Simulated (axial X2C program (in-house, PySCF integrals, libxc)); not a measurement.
## Spin–orbit effects down a group: molecules with Br, CCSD(T)

All values come from calculations with an in-house all-electron X2C program for linear molecules (integrals from PySCF), spin-free (one-electron X2C) or two-component (2c: spin–orbit coupling with atomic mean-field Coulomb and Gaunt terms, which also bring small scalar terms), in Dyall basis sets with cores contracted in-house; open shells are unrestricted.

Basis sets: Al dyall-v3z, Br dyall-cv3z, Ga dyall-cv3z, In dyall-cv3z. Frozen shells (counts by l): AlBr Br 3s2p1d, Al 2s1p, 10 electrons correlated; GaBr Br 3s2p1d, Ga 3s2p1d, 10 electrons correlated; InBr In 4s3p2d, Br 3s2p1d, 10 electrons correlated. Coupled cluster in natural virtuals with an MP2 remainder. Where the outer core of a metal is frozen, bonds come out longer and ionisation energies lower.

```json
{"molecule": "AlBr", "spin-free state": "M_S = 0, Λ = 0", "Re (Å)": "2.316", "ωe (cm⁻¹)": "378.8", "De (eV)": "4.48", "2c state": "Ω = 0", "Re 2c (Å)": "2.317", "ωe 2c (cm⁻¹)": "378.4", "De 2c (eV)": "4.33"}
{"molecule": "GaBr", "spin-free state": "M_S = 0, Λ = 0", "Re (Å)": "2.380", "ωe (cm⁻¹)": "264.3", "De (eV)": "4.21", "2c state": "Ω = 0", "Re 2c (Å)": "2.381", "ωe 2c (cm⁻¹)": "264.0", "De 2c (eV)": "4.02"}
{"molecule": "InBr", "spin-free state": "M_S = 0, Λ = 0", "Re (Å)": "2.581", "ωe (cm⁻¹)": "218.4", "De (eV)": "4.02", "2c state": "Ω = 0", "Re 2c (Å)": "2.582", "ωe 2c (cm⁻¹)": "218.2", "De 2c (eV)": "3.73"}
```

(1) Work out the shifts from the spin-free to the two-component result.

Each entry is the lowest single determinant of a limited PBE0 search at one distance. De goes to single-determinant-based atoms at the same level (for ions the charge split of lowest energy) and is withheld (n/a) where an atom does not fit its ground term or J level. Main or longest-lived isotopes.

Results:

(1) 

| molecule | 2c state | ΔRe (Å) | Δωe (cm⁻¹) | ΔDe (eV) |
| --- | --- | --- | --- | --- |
| AlBr | Ω = 0 | 0.001 | -0.4 | -0.15 |
| GaBr | Ω = 0 | 0.001 | -0.3 | -0.19 |
| InBr | Ω = 0 | 0.001 | -0.2 | -0.29 |

Shifts of one unit in the last digit are rounding.
